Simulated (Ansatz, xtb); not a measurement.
# CH5GaSi: which of two isomers lies lower

Structure I: `[SiH3][CH2][Ga]`, a singlet. Structure II: `C[SiH2][Ga]`, a singlet. Both are isolated molecules in the gas phase, relaxed with B3LYP/6-31G*.

Energies in hartree; the thermal terms are from B3LYP/6-31G* harmonic frequencies (ideal gas, rigid rotor, one conformer each, 298.15 K, 1 atm) and include the zero-point energy:

|  | I | II |
| --- | --- | --- |
| E, CCSD(T)/def2-TZVP | −2253.522093 | −2253.516504 |
| zero-point energy | 0.049960 | 0.052882 |
| H(298 K) − E | 0.056414 | 0.059681 |
| G(298 K) − E | 0.020136 | 0.022567 |

Q: Work out ΔE, ΔE₀, ΔH and ΔG for I → II in kcal/mol (1 Eh = 627.51 kcal/mol) and the equilibrium ratio [II]/[I].

A: 1. ΔE = −2253.516504 − (−2253.522093) = +0.005589 Eh = +3.51 kcal/mol.
2. ΔE₀ = ΔE + ΔZPE = +0.005589 + (+0.002922) Eh = +5.34 kcal/mol.
3. ΔH = ΔE + (+0.003267) Eh = +5.56 kcal/mol.
4. ΔG = ΔE + (+0.002431) Eh = +5.03 kcal/mol, so ΔS = (ΔH − ΔG)/T = +7.4 J/(mol K).
5. kT = 0.9442 mEh, so K = [II]/[I] = exp(−ΔG/kT) = exp(−8.49) ≈ 2.0 × 10^−4.

Structure I is favoured at this temperature. An error of 1 kcal/mol in ΔG would change K by a factor of 5.4. B3LYP/6-31G* gave ΔE the other sign. Mirror images and further conformers aren't counted.

As drawn, II has 1 Ga–Si, 1 C–H in place of 1 C–Ga, 1 Si–H.

Other levels gave ΔE = −0.9 (B3LYP/6-31G*); +2.9 (HF/def2-TZVP); +5.8 (MP2/def2-TZVP) kcal/mol. The correlated steps freeze 15 core orbitals; the filled d shell of Ga is correlated, in a basis made for valence electrons. Programs: Ansatz 0.2.0.
